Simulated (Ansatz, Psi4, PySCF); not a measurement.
C4H5 (SMILES C1=CC[CH-]1), charge -1, singlet, at a GFN2-xTB geometry (in this run its highest filled SCF level lies above zero, so its values depend strongly on the basis, on diffuse functions most of all). Base run: CCSD(T)/STO-3G (PySCF).

PySCF was given this input:
```python
from pyscf import gto, scf, cc

mol = gto.Mole()
mol.atom = '''
    C    -0.00335947   -0.71313637    0.73014498
    C     0.05807930    0.67991703    0.79159473
    C    -0.05867858   -0.80712934   -0.66134835
    C     0.00338121    0.71775244   -0.73487114
    H    -0.00697050   -1.47967539    1.51496629
    H    -0.48704778    1.36116449    1.45853372
    H     0.48642934   -1.49244489   -1.32412223
    H     0.89376966    1.13784104   -1.23176299
    H    -0.88271553    1.20869220   -1.17073608
'''
mol.basis = 'sto-3g'
mol.charge = -1
mol.verbose = 3
mol.build()

mf = scf.RHF(mol)
mf.kernel()

mycc = cc.CCSD(mf)
mycc.kernel()
et = mycc.ccsd_t()
print('E(CCSD(T)) = %.10f' % (mycc.e_tot + et))
```

The same geometry, method and basis name were run in Ansatz (a program for electronic structure) and Psi4 and PySCF, at each program's defaults and at the settings that a row names. The base is PySCF at its defaults. Differences at the defaults can come from grids, fitting, cores and function types together.

```json
[
 {"code and settings": "PySCF, defaults (exact integrals, spherical functions, all electrons correlated)", "ΔE vs base (mEh)": "0.000", "basis functions": "25", "E (Eh)": "-152.47697", "SCF cycles": "9"},
 {"code and settings": "Psi4, defaults (exact integrals, spherical functions, all electrons correlated)", "ΔE vs base (mEh)": "0.000", "basis functions": "25", "E (Eh)": "-152.47697", "SCF cycles": "11"},
 {"code and settings": "Ansatz, defaults (factorised integrals, spherical functions, frozen core)", "ΔE vs base (mEh)": "1.616", "basis functions": "25", "E (Eh)": "-152.47536", "SCF cycles": "-"},
 {"code and settings": "PySCF, frozen core", "ΔE vs base (mEh)": "1.605", "basis functions": "25", "E (Eh)": "-152.47537", "SCF cycles": "9"},
 {"code and settings": "Psi4, exact integrals, spherical functions, frozen core", "ΔE vs base (mEh)": "1.605", "basis functions": "25", "E (Eh)": "-152.47537", "SCF cycles": "11"},
 {"code and settings": "Ansatz, high accuracy, frozen core", "ΔE vs base (mEh)": "1.605", "basis functions": "25", "E (Eh)": "-152.47537", "SCF cycles": "-"}
]
```
